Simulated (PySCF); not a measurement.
Molfile (atoms numbered from 1):
```
C6H7F3Si
     RDKit          3D

 17 17  0  0  0  0  0  0  0  0999 V2000
    2.2470    1.3445   -0.7120 F   0  0  0  0  0  0  0  0  0  0  0  0
    2.4083    0.0550   -0.3717 C   0  0  0  0  0  0  0  0  0  0  0  0
    3.6554   -0.0778    0.0884 F   0  0  0  0  0  0  0  0  0  0  0  0
    2.3102   -0.6639   -1.4907 F   0  0  0  0  0  0  0  0  0  0  0  0
    1.3969   -0.3660    0.6647 C   0  0  0  0  0  0  0  0  0  0  0  0
   -0.0182   -0.2000    0.2177 C   0  0  0  0  0  0  0  0  0  0  0  0
   -1.0028   -1.0910    0.4675 C   0  0  0  0  0  0  0  0  0  0  0  0
   -2.3653   -0.7493    0.0111 C   0  0  0  0  0  0  0  0  0  0  0  0
   -2.5267    0.4346   -0.6171 C   0  0  0  0  0  0  0  0  0  0  0  0
   -0.8378    1.2385   -0.6939 Si  0  0  0  0  0  4  0  0  0  0  0  0
    1.6174   -1.4097    0.9378 H   0  0  0  0  0  0  0  0  0  0  0  0
    1.6009    0.2542    1.5547 H   0  0  0  0  0  0  0  0  0  0  0  0
   -0.8274   -2.0377    0.9936 H   0  0  0  0  0  0  0  0  0  0  0  0
   -3.1845   -1.4545    0.1913 H   0  0  0  0  0  0  0  0  0  0  0  0
   -3.4932    0.7671   -1.0002 H   0  0  0  0  0  0  0  0  0  0  0  0
   -0.7352    2.5316    0.0477 H   0  0  0  0  0  0  0  0  0  0  0  0
   -0.3366    1.4341   -2.0855 H   0  0  0  0  0  0  0  0  0  0  0  0
  1  2  1  0
  2  3  1  0
  2  4  1  0
  2  5  1  0
  5  6  1  0
  6  7  2  0
  7  8  1  0
  8  9  2  0
  9 10  1  0
 10  6  1  0
  5 11  1  0
  5 12  1  0
  7 13  1  0
  8 14  1  0
  9 15  1  0
 10 16  1  0
 10 17  1  0
M  END
```

Geometry: PBE0-D3(BJ)/def2-SVP; GIAO shifts from PySCF 2.14, gas phase, non-relativistic, averaged over equivalent atoms.

At PBE0/pcSseg-1 (212 basis functions, 67 s wall time on 1 thread of an AMD EPYC 7R43 64-Core, shared host):
| atoms | δ (ppm) |
| --- | --- |
| F1/F3/F4 | -81.3 |
| C8 | 156.9 |
| C7 | 154.6 |
| C6 | 141.3 |
| C9 | 136.1 |
| C2 | 131.5 |
| C5 | 41.8 |
| Si10 | -40.2 |
| H14 | 7.15 |
| H13 | 6.91 |
| H15 | 6.42 |
| H16/H17 | 4.69 |
| H11/H12 | 3.00 |

Chemical shifts δ = σref − σ; 19F (177.25 ppm) vs CFCl3; 13C (184.41 ppm), 29Si (351.99 ppm), 1H (31.27 ppm) against TMS, all at this level.

Q: Estimate the result of repeating the calculation with PBE/pcSseg-1.

A: 
| atoms | δ at PBE/pcSseg-1 | change |
| --- | --- | --- |
| F1/F3/F4 | -97.2 | -15.9 |
| C8 | 155.0 | -1.9 |
| C7 | 152.3 | -2.3 |
| C6 | 140.4 | -0.9 |
| C9 | 133.5 | -2.6 |
| C2 | 136.8 | +5.3 |
| C5 | 44.0 | +2.2 |
| Si10 | -44.1 | -3.9 |
| H14 | 7.14 | -0.01 |
| H13 | 6.87 | -0.04 |
| H15 | 6.30 | -0.12 |
| H16/H17 | 4.79 | +0.10 |
| H11/H12 | 3.04 | +0.04 |

References, each an isolated molecule treated in the same way: 19F (σref 144.73) vs CFCl3; 13C (σref 180.03), 29Si (σref 334.61), 1H (σref 31.20) against TMS.

The largest change is at F1/F3/F4 (fluorine of a CF3 group). Cost: 212 basis functions, 90 s wall time on 1 thread of an AMD EPYC 7R43 64-Core, shared host. The order of the carbon signals changes between the two levels.

Unscaled 19F shifts against computed CFCl3 carry errors that often reach 10 to 50 ppm.
